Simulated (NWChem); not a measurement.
LaF2 cation; SMILES [F][La+][F]

```xyz
3

La    -0.0007    -0.0485     0.0000
F     -1.6711     1.1594     0.0000
F      1.6946     1.1242     0.0000
```
Atoms are numbered in this order, from 1.

Level: PBE0/def2-SVP with def2 effective core potentials on La (NWChem), optimised geometry, unscaled harmonic frequencies. The spin multiplicity was typed, not searched, and may not be the lowest. def2 effective core potentials on La; no spin-orbit coupling.

Problem. List the harmonic frequencies with IR intensities, and the thermochemistry.

Solution. 
```
frequency (cm⁻¹)  IR intensity (km/mol)
----------------  ---------------------
121                                19.5
645                               166.2
648                                67.2
```

| Quantity | Result |
|---|---|
| zero-point energy | 2.0 kcal/mol |
| thermal correction to the enthalpy at 298.15 K (with zero-point energy) | 5.0 kcal/mol |
| heat capacity Cv | 9.8 cal/(mol K) |
| entropy at 298.15 K and 1 atm (symmetry number 2) | 68.8 cal/(mol K) |

Rigid rotor and harmonic oscillator.
